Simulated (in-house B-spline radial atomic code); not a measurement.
Values are calculated unless marked as measured or tabulated.
**Weak and strong correlation along the adiabatic connection**

Two-electron singlets in several external potentials (atomic units), by full CI in B-splines with partial waves to l = 8 (correlation energies up to 0.6 % small). The repulsion is scaled by λ at fixed density; W(λ) is the mean repulsion less the Hartree energy, W(0) = E_x, and the area under W from 0 to 1 is E_xc.

Relative drop (W(λ) − E_x)/E_x:

```tsv
system	λ = 0.12	λ = 0.25	λ = 0.4	λ = 0.6	λ = 0.8	λ = 1
−V exp(−r²/w²), V = 1.47, w = 5.72	0.0311	0.0598	0.0876	0.1181	0.1427	0.1629
−Z/r, Z = 0.75, wall at 1.4 bohr	0.0092	0.0187	0.0292	0.0422	0.0544	0.0657
−V exp(−r²/w²), V = 1.7, w = 8.55	0.0360	0.0685	0.0992	0.1318	0.1574	0.1781
−Z exp(−kr)/r, Z = 7.75, k = 3.24	0.0029	0.0059	0.0094	0.0140	0.0184	0.0228
ω²r²/2 − Z/r, ω = 0.408, Z = 0.7	0.0181	0.0360	0.0545	0.0764	0.0956	0.1124
ω²r²/2 − Z/r, ω = 1.12, Z = 0.3	0.0135	0.0271	0.0417	0.0595	0.0755	0.0900
−Z exp(−kr)/r, Z = 3.72, k = 1.31	0.0062	0.0128	0.0201	0.0294	0.0383	0.0468
```

Question: Order the systems by how far second-order (GL2) theory, half the initial slope (estimated from the first points of each curve), overshoots the correlation energy, least first.
A. −Z/r, Z = 0.75, wall at 1.4 bohr
B. ω²r²/2 − Z/r, ω = 1.12, Z = 0.3
C. −Z exp(−kr)/r, Z = 7.75, k = 3.24
D. −V exp(−r²/w²), V = 1.47, w = 5.72
E. −V exp(−r²/w²), V = 1.7, w = 8.55
F. −Z exp(−kr)/r, Z = 3.72, k = 1.31
G. ω²r²/2 − Z/r, ω = 0.408, Z = 0.7

Answer: C (GL2/E_c = 1.04), F (GL2/E_c = 1.08), A (GL2/E_c = 1.13), B (GL2/E_c = 1.19), G (GL2/E_c = 1.26), D (GL2/E_c = 1.45), E (GL2/E_c = 1.53).

Question: What else changes along this order?

Answer: The ratio follows the bend of the curve. With it the leading natural occupation goes from 1.999 to 1.892 and −T_c/E_c from 0.96 to 0.65 between the first and the last.
